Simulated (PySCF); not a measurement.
Bonding in `C[SiH2]SC(=C=S)CC(=O)O`

Species: C5H8O2S2Si.
Atom-mapped SMILES: `[CH3:1][SiH2:2][S:3][C:4](=[C:5]=[S:6])[CH2:7][C:8](=[O:9])[OH:10]` (hydrogens: H11, H12, H13 on C1; H14, H15 on Si2; H16, H17 on C7; H18 on O10)

Cartesian coordinates in Å at the GFN2-xTB level; atoms count from 1:
```xyz
18
C5H8O2S2Si angstrom
C      1.9979    1.0460    0.7195
Si     0.7410    0.2866    1.9067
S      0.1004   -1.6653    1.1636
C     -0.0944   -1.3853   -0.5993
C      1.0027   -1.5476   -1.2754
S      2.3782   -1.7792   -1.9740
C     -1.4486   -1.0122   -1.1118
C     -1.7144    0.4693   -0.9659
O     -1.0294    1.2507   -0.3621
O     -2.8326    0.8298   -1.5993
H      1.5145    1.3871   -0.1906
H      2.7703    0.3316    0.4448
H      2.4812    1.9009    1.1818
H      1.3554   -0.1374    3.1631
H     -0.4545    1.0787    2.1508
H     -1.5641   -1.2841   -2.1630
H     -2.2120   -1.5432   -0.5362
H     -3.0003    1.7800   -1.4911
```

Bond orders from the PBE0/pcSseg-1 density (PySCF). The structure is a single GFN2-xTB conformer in the gas phase; no vibrational or solvent corrections.

How far do the computed orders between heavy atoms stray from the drawn ones?

The largest departure is 0.402, at C4–C5 (drawn double, 1.598). Drawn single, order above 1.12: C8–O10 (1.150). Drawn single, order below 0.88: Si2–S3 (0.865). Drawn double or triple, more than 0.30 short of the drawn order: C4–C5 (1.598).

Give the Mayer order of every bond between heavy atoms, beside its length.

```csv
bond,drawn as,length (Å),Mayer order
C1–Si2,single,1.888,0.972
Si2–S3,single,2.185,0.865
S3–C4,single,1.796,1.117
C4–C5,double,1.299,1.598
C5–S6,double,1.560,1.956
C4–C7,single,1.495,1.039
C7–C8,single,1.512,0.956
C8–O9,double,1.202,1.926
C8–O10,single,1.335,1.150
```

Bonds between the same two heavy elements. C–S: lowest S3–C4 (1.117, 1.796 Å), highest C5–S6 (1.956, 1.560 Å). C–C: lowest C7–C8 (0.956, 1.512 Å), highest C4–C5 (1.598, 1.299 Å). C–O: lowest C8–O10 (1.150, 1.335 Å), highest C8–O9 (1.926, 1.202 Å).

And the bonds to hydrogen?

C–H: 0.91 to 0.96 (5 bonds); H–Si: 0.93 (2 bonds); H–O: 0.92 (1 bond).

Sum the orders of all bonds at each heavy atom with more than one neighbour and set the sums beside the valence in the SMILES.

C1 3.827 (drawn 4), Si2 3.690 (drawn 4), S3 1.982 (drawn 2), C4 3.754 (drawn 4), C5 3.554 (drawn 4), C7 3.835 (drawn 4), C8 4.032 (drawn 4), O10 2.071 (drawn 2). Orders between atoms that aren't bonded are not in these sums.

Mayer orders depend on the basis set.
